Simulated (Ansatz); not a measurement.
Basis-set extrapolation for C₂H₅BClF, SMILES `CCB(F)Cl` (PBE0-D4/def2-TZVP geometry, frozen core, Ansatz 0.2.0). Multiplicity 1, RHF reference.

```
                      def2-TZVPP   def2-QZVPP
                 HF  -662.484258  -662.506087
    MP2 correlation    -0.882659    -0.954584
CCSD(T) correlation    -0.961086      not run
```

Energies in hartree. Use E(X) = E(∞) + A·exp(−7.88·√X) for Hartree–Fock and E(X) = E(∞) + B·X^(−2.97) for correlation, with X = 3 and 4, and add CCSD(T) minus MP2 of the smaller set to the MP2 limit.

Task: What is the CCSD(T) energy at the basis-set limit?

Result: HF limit: -662.506087 + (-0.021829) × 0.13774 = -662.50909. MP2 limit: -0.954584 + (-0.071925) × 0.74074 = -1.00786. Higher-order term: -0.961086 − (-0.882659) = -0.07843. Total: -663.59538 hartree, 4.08 eV below CCSD(T)/def2-TZVPP.
